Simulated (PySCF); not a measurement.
Compound: C7H9NS.
Numbering: `[SH:1][C:2]1([n:3]2[cH:4][cH:5][cH:6][cH:7]2)[CH2:8][CH2:9]1`

Definitions: NICS(0) = −σiso at the ring centroid; NICS(1) = −σiso and NICS(1)zz = −σzz at ±1 Å along the ring normal z. Level: GIAO PBE0/pcSseg-1 (PySCF, non-relativistic, gas phase) on the GFN2-xTB geometry, one conformer.

Rings: 1. C2–C8–C9; 2. N3–C4–C5–C6–C7.

| set | NICS(0) | NICS(1), two faces | NICS(1)zz, two faces |
| --- | --- | --- | --- |
| P | -41.7 | -8.0 / -7.4 | -21.1 / -17.3 |
| Q | -13.7 | -10.6 / -11.2 | -27.0 / -28.3 |

Which set (ppm) belongs to which ring?

P = 1, Q = 2.
- 1 (3-membered carbocycle; formal bonds all single): mean NICS(1)zz -19.2 ppm, shielded. C2, C8, C9 have four or more neighbours; no verdict on aromaticity is drawn.
- 2 (5-membered ring with N; formal bonds all aromatic): mean NICS(1)zz -27.7 ppm, shielded. The ring is flat and has no four-coordinate atom; by the NICS criterion it is aromatic.

How do the rings differ in shape?

```json
{"ring": "1", "bond lengths (Å)": "1.498, 1.500, 1.500", "rms pucker (Å)": "0.00", "HOMA": "–", "nearest outside atom to a NICS(1) probe (Å)": "hydrogen 1.45"}
{"ring": "2", "bond lengths (Å)": "1.365, 1.364, 1.412, 1.364, 1.366", "rms pucker (Å)": "0.00", "HOMA": "0.88", "nearest outside atom to a NICS(1) probe (Å)": "hydrogen 2.44"}
```

HOMA = 1 − mean of α(R − Ropt)² over the ring bonds, with Krygowski's 1993 parameters (CC: Ropt 1.388 Å, α 257.7 Å⁻²; CN: Ropt 1.334 Å, α 93.52 Å⁻²). A dash marks a ring with a four-coordinate atom, a triple bond, no multiple bond or a kind of bond without parameters.

Conformer computed: `[SH:1][C:2]1([n:3]2[cH:4][cH:5][cH:6][cH:7]2)[CH2:8][CH2:9]1`: S1–C2–N3–C4 87°, H–S1–C2–N3 63°.
